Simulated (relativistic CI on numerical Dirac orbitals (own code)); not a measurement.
# Line list: Electric-dipole lines, N3+

Method of calculation: Dirac-Coulomb-Breit CI, separate exchange-only KLI orbitals for each configuration, model QED (radiative potential, 1s self-energy scaled to tabulated hydrogen-like ionisation energies), valence Slater integrals scaled by 0.85, P86 correlation energy added to each configuration (own radial code, finite nucleus).

CI space (outside the closed core 1s2): 2s2, 2s.2p, 2p2, 2p.3s, 2p.3p, 2s.3s, 2s.3p, 2s.3d, 2s.4s, 2s.4p, 2s.4d, 2s.4f, 3s2, 3s.3p, 3p2. Levels of other configurations are missing.

```csv
λ vac (nm),Lower,Upper,A (s⁻¹),gf,Branching (%)
22.595,2s.2p 3P°_2 [4],2s.4d 3D_3 [42],1.07e+10,5.74e-01,87.0
24.665,2s2 1S_0 [1],2s.3p 1P°_1 [13],1.32e+10,3.62e-01,90.2
26.050,2s.2p 1P°_1 [5],2s.4d 1D_2 [43],1.25e+10,6.37e-01,88.8
27.037,2s.2p 1P°_1 [5],2p.3p 1D_2 [35],1.26e+10,6.89e-01,98.2
28.468,2s.2p 3P°_0 [2],2s.3d 3D_1 [17],1.71e+10,6.22e-01,55.5
28.472,2s.2p 3P°_1 [3],2s.3d 3D_2 [18],2.30e+10,1.40e+00,75.0
28.473,2s.2p 3P°_1 [3],2s.3d 3D_1 [17],1.28e+10,4.66e-01,41.6
28.483,2s.2p 3P°_2 [4],2s.3d 3D_3 [19],3.07e+10,2.61e+00,100.0
28.484,2s.2p 3P°_2 [4],2s.3d 3D_2 [18],7.67e+09,4.66e-01,25.0
33.570,2s.2p 1P°_1 [5],2s.3d 1D_2 [20],2.21e+10,1.87e+00,99.7
76.416,2s2 1S_0 [1],2s.2p 1P°_1 [5],2.37e+09,6.22e-01,100.0
91.354,2s.2p 3P°_2 [4],2p2 3P_2 [8],1.47e+09,9.22e-01,74.9
91.492,2s.3p 1P°_1 [13],2s.4d 1D_2 [43],1.42e+09,8.90e-01,10.1
102.83,2s.3d 3D_1 [17],2s.4f 3F°_2 [44],3.73e+09,2.96e+00,83.9
102.83,2s.3d 3D_2 [18],2s.4f 3F°_3 [45],3.95e+09,4.38e+00,88.8
129.95,2s.3p 1P°_1 [13],2p.3p 1P_1 [25],8.70e+08,6.61e-01,11.4
338.24,2s.3s 3S_1 [11],2s.3p 3P°_2 [16],1.20e+08,1.02e+00,90.6
338.61,2s.3s 3S_1 [11],2s.3p 3P°_1 [15],1.17e+08,6.04e-01,31.7
368.76,2p.3s 1P°_1 [24],2p.3p 1D_2 [35],1.12e+08,1.14e+00,0.9
505.77,2p.3s 3P°_2 [23],2p.3p 3D_3 [28],4.37e+07,1.17e+00,0.9
```

Terms are leading LS components. Brackets give the number of a level in order of energy, since labels repeat. The list gives strong lines, with weight on those to low levels, without lines whose two gauges differ by over a factor of 2.5, among the lowest 48 of 58 levels, so that lines to higher ones, which can be the strongest, are missing, and without lines across small gaps between configurations, and without 48 lines that miss the measured interval by over 3.5 %, start from a term whose rates miss tabulated ones by over 60 %, have gauges far apart or, lacking measured levels, span too small a gap for the errors found; lines with a level outside our table were not tested and can miss by more. Levels whose partners in the same complex of configurations lie outside the list can be far off, and so can their lines. Rates are taken at the computed energies, electric ones in the length gauge.

Correlation outside the listed configurations is missing or only estimated: errors of thousands of cm⁻¹ between configurations and terms are usual at this charge. Rates and lifetimes follow the computed energies and can be off by large factors. The fine structure of a lone outer electron comes out too small, for d and f at times inverted, and misplaced configurations move strength between like terms. 40 of the 50 excited levels that our extract of the measured tables holds in this range could be paired (the sources list more); they are missed by 1178 cm⁻¹ on average and 5286 at most, and levels without a partner can miss by more.

(1) From the table, what is the radiative lifetime of 2s.4d 1D_2?

Answers

(1) The listed rates from this level add up to about 1.39e+10 s⁻¹, 99 % of its decay; with all channels τ = 7.10e-11 s.
